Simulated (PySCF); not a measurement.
PySCF input for SbCl4, SMILES [Sb]([Cl])([Cl])([Cl])[Cl], multiplicity 2, TDA-PBE/def2-SVPD. Geometry optimised at PBE-D3(BJ)/def2-SVP. The spin state was assumed, not searched. The isomer is the one that the SMILES or the coordinates give; other isomers of the formula were not compared. The def2 effective core potentials stand for the cores of Sb; spin–orbit coupling is left out.

```python
import numpy as np
from pyscf import gto, scf, dft, tdscf

mol = gto.M(
    atom='''
    Sb   -0.00000000   -0.00000000   -0.00000000
    Cl   -1.40239247    1.40239248    1.40239247
    Cl    1.40239248    1.40239248   -1.40239248
    Cl    1.40239248   -1.40239248    1.40239247
    Cl   -1.40239248   -1.40239248   -1.40239247
    ''',
    basis='def2-SVPD',
    ecp={'Sb': 'def2-svp'},
    charge=0,
    spin=1,
    max_memory=1600,
    verbose=4,
)
mf = dft.UKS(mol, xc='pbe').density_fit(auxbasis='def2-universal-jkfit')
mf.grids.level = 3
mf.conv_tol = 1e-9
mf.max_cycle = 100
mf.kernel()
fine, coarse = mf.grids, dft.Grids(mol).set(level=1).build(with_non0tab=True)
for _ in range(3):  # follow internal instabilities
    mf.grids = coarse
    mo, _, stable, _ = mf.stability(return_status=True, nroots=4)
    mf.grids = fine
    if stable:
        break
    mf.kernel(mf.make_rdm1(mo, mf.mo_occ))
mf.grids = dft.Grids(mol).set(level=1).build(with_non0tab=True)  # coarser grid for the response kernel
td = tdscf.TDA(mf)
td.nstates = 10
td.conv_tol = 1e-4
td.positive_eig_threshold = 1e-6
td.kernel(x0=td.get_init_guess(mf, 15))
td.analyze(verbose=3)
```

Output:

```
PySCF version 2.14.0

[INPUT] verbose = 4
[INPUT] num. atoms = 5
[INPUT] num. electrons = 91
[INPUT] charge = 0
[INPUT] spin (= nelec alpha-beta = 2S) = 1
[INPUT] symmetry False subgroup None
[INPUT] Mole.unit = angstrom
[INPUT] Symbol           X                Y                Z      unit          X                Y                Z       unit  Magmom
[INPUT]  1 Sb     0.000000000000   0.000000000000   0.000000000000 AA    0.000000000000   0.000000000000   0.000000000000 Bohr   0.0
[INPUT]  2 Cl    -1.402392470000   1.402392480000   1.402392470000 AA   -2.650137687452   2.650137706350   2.650137687452 Bohr   0.0
[INPUT]  3 Cl     1.402392480000   1.402392480000  -1.402392480000 AA    2.650137706350   2.650137706350  -2.650137706350 Bohr   0.0
[INPUT]  4 Cl     1.402392480000  -1.402392480000   1.402392470000 AA    2.650137706350  -2.650137706350   2.650137687452 Bohr   0.0
[INPUT]  5 Cl    -1.402392480000  -1.402392480000  -1.402392470000 AA   -2.650137706350  -2.650137706350  -2.650137687452 Bohr   0.0

nuclear repulsion = 572.059859482933
number of shells = 56
number of NR pGTOs = 247
number of NR cGTOs = 140
basis = def2-SVPD
ecp = {'Sb': 'def2-svp'}


[settings echo left out]
init E= -2054.65445506163
  alpha nocc = 46  HOMO = -0.640381828488462  LUMO = -0.59962630343143
  beta  nocc = 45  HOMO = -0.655371386966138  LUMO = -0.64038182848847

WARN: HOMO -0.640381828488462 >= LUMO -0.64038182848847

cycle= 1 E= -2076.23108786435  delta_E= -21.6  |g|= 2.61  |ddm|= 9.28
  alpha nocc = 46  HOMO = 0.090482816748322  LUMO = 0.10320715984433

WARN: beta  nocc = 45  HOMO 0.0921224002467562 >= LUMO 0.0921224004890886


WARN: HOMO 0.0921224002467562 >= LUMO 0.0921224004890886

cycle= 2 E= -2009.8860924817  delta_E= 66.3  |g|= 6.28  |ddm|= 61.2
  alpha nocc = 46  HOMO = -0.48033905798718  LUMO = -0.38374038652179
  beta  nocc = 45  HOMO = -0.499128766512572  LUMO = -0.465700314490781
  HOMO = -0.480339057987  LUMO = -0.465700314491  gap/eV = 0.39834
cycle= 3 E= -2078.98015393818  delta_E= -69.1  |g|= 1.31  |ddm|= 61.7
  alpha nocc = 46  HOMO = -0.264611545572509  LUMO = -0.171591284814599
  beta  nocc = 45  HOMO = -0.292930449783723  LUMO = -0.247156396218479
  HOMO = -0.264611545573  LUMO = -0.247156396218  gap/eV = 0.47498
cycle= 4 E= -2079.24958260377  delta_E= -0.269  |g|=    1  |ddm|= 2.82
  alpha nocc = 46  HOMO = -0.301739850821652  LUMO = -0.171105210955558
  beta  nocc = 45  HOMO = -0.345139626443169  LUMO = -0.284355947746391
  HOMO = -0.301739850822  LUMO = -0.284355947746  gap/eV = 0.47304
cycle= 5 E= -2079.80781933202  delta_E= -0.558  |g|= 0.292  |ddm|= 0.999
  alpha nocc = 46  HOMO = -0.251656451627873  LUMO = -0.11799284273673
  beta  nocc = 45  HOMO = -0.310680739396083  LUMO = -0.236019996010683
  HOMO = -0.251656451628  LUMO = -0.236019996011  gap/eV = 0.42549
cycle= 6 E= -2079.84846541733  delta_E= -0.0406  |g|= 0.0421  |ddm|= 0.564
  alpha nocc = 46  HOMO = -0.24829066793108  LUMO = -0.112387414765787
  beta  nocc = 45  HOMO = -0.308436232343399  LUMO = -0.233028821015843
  HOMO = -0.248290667931  LUMO = -0.233028821016  gap/eV = 0.41530
cycle= 7 E= -2079.84937277704  delta_E= -0.000907  |g|= 0.00631  |ddm|= 0.0942
  alpha nocc = 46  HOMO = -0.247616553443798  LUMO = -0.111886173489964
  beta  nocc = 45  HOMO = -0.307822132539356  LUMO = -0.232409760501611
  HOMO = -0.247616553444  LUMO = -0.232409760502  gap/eV = 0.41380
cycle= 8 E= -2079.84938976294  delta_E= -1.7e-05  |g|= 0.00162  |ddm|= 0.011
  alpha nocc = 46  HOMO = -0.247582510249586  LUMO = -0.111876338277941
  beta  nocc = 45  HOMO = -0.307888035094803  LUMO = -0.232407125368653
  HOMO = -0.24758251025  LUMO = -0.232407125369  gap/eV = 0.41294
cycle= 9 E= -2079.84939131997  delta_E= -1.56e-06  |g|= 0.000409  |ddm|= 0.00235
  alpha nocc = 46  HOMO = -0.24763301770826  LUMO = -0.111944440309485
  beta  nocc = 45  HOMO = -0.307920015417155  LUMO = -0.232474017081522
  HOMO = -0.247633017708  LUMO = -0.232474017082  gap/eV = 0.41250
cycle= 10 E= -2079.84939142279  delta_E= -1.03e-07  |g|= 0.000109  |ddm|= 0.00101
  alpha nocc = 46  HOMO = -0.24761985013312  LUMO = -0.111924904758989
  beta  nocc = 45  HOMO = -0.307915110184596  LUMO = -0.232465205366921
  HOMO = -0.247619850133  LUMO = -0.232465205367  gap/eV = 0.41238
cycle= 11 E= -2079.84939143129  delta_E= -8.5e-09  |g|= 1.74e-05  |ddm|= 0.000221
  alpha nocc = 46  HOMO = -0.247619085970811  LUMO = -0.111923600681498
  beta  nocc = 45  HOMO = -0.307915037439571  LUMO = -0.232464922066931
  HOMO = -0.247619085971  LUMO = -0.232464922067  gap/eV = 0.41237
cycle= 12 E= -2079.84939143147  delta_E= -1.85e-10  |g|= 3.05e-06  |ddm|= 2.51e-05
  alpha nocc = 46  HOMO = -0.247619201332633  LUMO = -0.111924101795957
  beta  nocc = 45  HOMO = -0.307914822075991  LUMO = -0.232465127613352
  HOMO = -0.247619201333  LUMO = -0.232465127613  gap/eV = 0.41236
Extra cycle  E= -2079.84939143146  delta_E= 1.55e-11  |g|= 6.9e-06  |ddm|= 1.57e-05
converged SCF energy = -2079.84939143146  <S^2> = 0.75155892  2S+1 = 2.0015583
tot grids = 33296
uhf_internal: lowest eigs of H = [0.69376017 0.69490648 0.69509085 0.70087018]
<class 'pyscf.df.df_jk.DFUKS'> wavefunction is stable in the internal stability analysis
tot grids = 33296
Overwritten attributes  positive_eig_threshold  of <class 'pyscf.tdscf.uks.TDA'>


******** <class 'pyscf.tdscf.uks.TDA'> for <class 'pyscf.df.df_jk.DFUKS'> ********
nstates = 10
deg_eia_thresh = 1.000e-03
wfnsym = None
conv_tol = 0.0001
eigh lindep = 1e-12
eigh level_shift = 0
eigh max_cycle = 100


Excitation energies (eV)
[2.05489678 2.05490579 2.05491468 2.43389877 2.43389914 2.45036423
 2.450369   2.45037378 3.68436528 3.6843674 ]

** Excitation energies and oscillator strengths **
Excited State   1:      2.05490 eV    603.36 nm  f=0.0000
Excited State   2:      2.05491 eV    603.36 nm  f=0.0000
Excited State   3:      2.05491 eV    603.35 nm  f=0.0000
Excited State   4:      2.43390 eV    509.41 nm  f=0.0000
Excited State   5:      2.43390 eV    509.41 nm  f=0.0000
Excited State   6:      2.45036 eV    505.98 nm  f=0.0088
Excited State   7:      2.45037 eV    505.98 nm  f=0.0088
Excited State   8:      2.45037 eV    505.98 nm  f=0.0088
Excited State   9:      3.68437 eV    336.51 nm  f=0.0212
Excited State  10:      3.68437 eV    336.51 nm  f=0.0212
```

Self-consistency was reached.
